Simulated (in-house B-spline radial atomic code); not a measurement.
# Response and correlation of Ca²⁺

Closed shell [Ne] 3s2 3p6. Computed with an all-electron radial atomic-structure program (B-spline basis): Dirac-Hartree-Fock, relativistic RPA (time-dependent Dirac-Hartree-Fock) for the response and second-order many-body perturbation theory for correlation, no-pair Dirac-Coulomb Hamiltonian, finite nucleus.

```json
{"multipole (bohr³, bohr⁵, bohr⁷)": "dipole", "uncoupled": "3.3698", "coupled RPA": "3.2538"}
{"multipole (bohr³, bohr⁵, bohr⁷)": "quadrupole", "uncoupled": "5.731", "coupled RPA": "?"}
{"multipole (bohr³, bohr⁵, bohr⁷)": "octupole", "uncoupled": "25.775", "coupled RPA": "33.581"}
```

Problem. What is the coupled quadrupole polarisability?

Solution. 6.9365 atomic units, +21 % against the uncoupled value.

Problem. Which subshells carry the dipole polarisability?

Solution. 3p3/2 66.1 %, 3p1/2 32.0 %, 3s1/2 1.8 %.

Problem. What does the dipole shielding factor come to?

Solution. The dipole shielding factor is 0.900, against the exact N/Z = 18/20 = 0.900 of the non-relativistic theorem.

Dipole polarisability at imaginary frequency:

```
u (Eh)  α(iu) (bohr³)
     0          3.254
  0.26          3.129
 0.779          2.407
  1.56          1.382
   2.6         0.7166
   5.2          0.245
  10.4        0.08054
    26        0.01821
```

Problem. What dispersion coefficients follow for two such ions (the dispersion part alone)?

Solution. C6 = (3/π)∫α(iu)²du = 10.72 hartree·bohr⁶ and C8 = 132.2 hartree·bohr⁸.

Lowest J = 1 odd-parity excitations:

```tsv
energy (eV)	oscillator strength	leading channel	weight
24.707	0.000224	3p3/2 → d3/2	0.562
28.205	0.00238	3p1/2 → d3/2	0.501
30.402	0.06	3p3/2 → s1/2	0.636
31.058	0.634	3p1/2 → s1/2	0.632
34.741	3.57	3p3/2 → d5/2	0.576
40.104	0.00233	3p3/2 → d3/2	0.639
40.815	0.0785	3p3/2 → s1/2	0.562
40.869	0.000572	3p3/2 → s1/2	0.373
```

Second-order correlation energy by the highest angular momentum of the excited pair (hartree): s -0.02065, p -0.1764, d -0.3714, f -0.103, g -0.04127, h -0.01573, i -0.007269, k -0.003807.

Problem. What is the second-order correlation energy at the partial-wave limit?

Solution. The listed waves sum to -0.7396 hartree; extrapolating the increments as (l + 1/2)⁻⁴ gives -0.74738 hartree, -1.13 eV per electron.
